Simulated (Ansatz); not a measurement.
Clusters of 4 atoms, halide: PBE0-D4/def2-TZVP single points in Ansatz on relaxed structures, gas phase. Each cluster is the lowest isomer that a short search found in that spin, judged at the geometry's level, and lower ones may exist. Core potentials for Ag, Au, Cs, no spin–orbit coupling. HOMO and LUMO are taken over both spins. Binding counts from free atoms in the multiplicity of their measured ground term, without zero-point energy. Singlets are spin-restricted. The spins of the ions were chosen, not always searched. A dash marks a value that wasn't run or was left out as unsound. The structures are stationary points that may keep the symmetry of their start. Remarks come from the PBE and PBE0 runs and from stability tests at other levels; not every state was tested. HOMO above LUMO (over both spins in singlets and doublets, within one spin in higher multiplets; at PBE or PBE0), or a gap under 0.15 eV within one spin, warns that the state may not be the lowest or that an electron is smeared out.

| species | atoms | state | geometry | HOMO (eV) | LUMO (eV) | gap (eV) | vertical IE (eV) | binding per atom (eV) | lowest of the spins relaxed | point group (within 0.1 Å) |
| --- | --- | --- | --- | --- | --- | --- | --- | --- | --- | --- |
| H2Au2 | 4 | singlet | r2SCAN-D4/def2-TZVP | -7.10 | -3.21 | 3.89 | 9.10 | 1.72 | singlet, of singlet/triplet/quintet | – |
| Na2F2 | 4 | singlet | PBE0-D4/def2-TZVP | -7.61 | -0.65 | 6.96 | 10.23 | – | singlet, of singlet/triplet | D2h |
| Ag2F2 | 4 | singlet | PBE-D4/def2-TZVP | -7.45 | -2.73 | 4.72 | 9.66 | 2.03 | singlet, of singlet/triplet/quintet | D2h |
| Ag2H2 | 4 | singlet | PBE0-D4/def2-TZVP | -6.04 | -3.13 | 2.90 | 8.15 | 1.41 | singlet, of singlet/triplet | Cs |
| Cu2H2 | 4 | singlet | PBE0-D4/def2-TZVP | -6.03 | -2.91 | 3.13 | 8.18 | 1.61 | singlet, of singlet/triplet/quintet | Cs |

(1) Estimate the rows for Na2Cl2⁺ (doublet, PBE0-D4/def2-TZVP geometry); Cs2Br2 (singlet, PBE-D4/def2-SVP geometry).

(1) 
```
species  atoms    state           geometry  HOMO (eV)  LUMO (eV)  gap (eV)  vertical IE (eV)  binding per atom (eV)          lowest of the spins relaxed  point group (within 0.1 Å)                                                    remarks
Na2Cl2⁺      4  doublet  PBE0-D4/def2-TZVP     -11.97      -8.50      3.47                 –                      –          doublet, of doublet/quartet                         D2h                                                          –
 Cs2Br2      4  singlet    PBE-D4/def2-SVP      -6.23      -0.73      5.49              7.97                   2.42  singlet, of singlet/triplet/quintet                           –  gap within one spin near zero at PBE or PBE0 (+1 doublet)
```

The gap (eV) runs from 2.90 (Ag2H2) to 6.96 (Na2F2). The vertical IE (eV) runs from 7.97 (Cs2Br2) to 10.23 (Na2F2).
